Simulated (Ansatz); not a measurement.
`N=CC([SiH3])Cl` → `C=CN[SiH2]Cl`  (isomerisation)

Isolated molecules relaxed with PBE0-D4/def2-TZVP in Ansatz; ΔE leaves out vibrations. CBS: MP2 limit from def2 TZ/QZ plus the TZ coupled-cluster correction, frozen cores. Functionals use def2-TZVPP. B3LYP here is the variant with VWN-RPA as its local correlation; programs differ in this. HSE06 is defined as in plane-wave codes. Each species was taken in one conformer, which may not be the lowest.

```csv
level,ΔE (kJ/mol),difference from CCSD(T)/CBS
LDA (SPW92),-228.8,-1.2
PBE-D4,-217.4,10.2
revPBE-D4,-211.8,15.8
r2SCAN-D4,-231.8,-4.2
B97M-V,-232.6,-5.0
PBE0-D4,-227.1,0.5
B3LYP-D4,-229.3,-1.7
r2SCANh-D4,-234.4,-6.8
r2SCAN0-D4,-237.8,-10.2
BHLYP-D4,-239.3,-11.7
CAM-B3LYP-D4,-234.3,-6.7
ωB97M-V,-228.8,-1.2
B2PLYP,-231.5,-3.9
PBE-QIDH,-233.0,-5.4
PBE,-219.3,8.3
revPBE,-216.2,11.4
BLYP,-224.0,3.6
PBE0,-228.7,-1.1
B3LYP,-232.5,-4.9
r2SCANh,-234.7,-7.1
r2SCAN0,-238.2,-10.6
HSE06,-228.7,-1.1
BHLYP,-241.9,-14.3
CAM-B3LYP,-235.9,-8.3
LC-ωPBE,-230.8,-3.2
RPA@PBE/def2-TZVPP,-206.0,21.6
HF/def2-SVP,-239.8,-12.2
MP2/def2-SVP,-217.2,10.4
CCSD/def2-SVP,-212.2,15.4
CCSD(T)/def2-SVP,-207.2,20.4
MP2/def2-TZVPP,-230.6,-3.0
SCS-MP2/def2-TZVPP,-225.3,2.3
CCSD/def2-TZVPP,-225.6,2.0
CCSD(T)/def2-TZVPP,-221.1,6.5
HF/def2-QZVPP,-244.8,-17.2
MP2/def2-QZVPP,-234.8,-7.2
SCS-MP2/def2-QZVPP,-229.8,-2.2
HF/CBS(def2),-245.0,-17.4
MP2/CBS(def2),-237.1,-9.5
CCSD/CBS(def2),-232.1,-4.5
CCSD(T)/CBS,-227.6,0
```

Question: What do rigid-rotor, harmonic-oscillator terms from PBE0-D4/def2-TZVP frequencies (298.15 K, 1 bar) make of the CCSD(T)/CBS value? (Best estimate.)

Answer: Ansatz gave: ΔZPE = +9.6 kJ/mol, ΔH = -218.4 kJ/mol, ΔS = -1 J/(mol·K), ΔG = -218.2 kJ/mol.

Largest T1 diagnostic among the species: 0.012.

At CCSD(T), def2-SVP lies +20.4 kJ/mol from the extrapolated value and def2-TZVPP +6.5 kJ/mol. From PBE to PBE0 (25 % exact exchange), in def2-TZVPP and without D4, ΔE moves by −9.5 kJ/mol. The D4 term adds +3.2 kJ/mol with B3LYP and +1.6 kJ/mol with PBE0; it sums over pairs of atoms, weighted by their polarisabilities, and B3LYP, whose exchange is more repulsive, gets the larger term.

CCSD(T)/CBS has its own doubt, a few kJ/mol and more with outer-core shells, so smaller differences from it don't rank the levels.
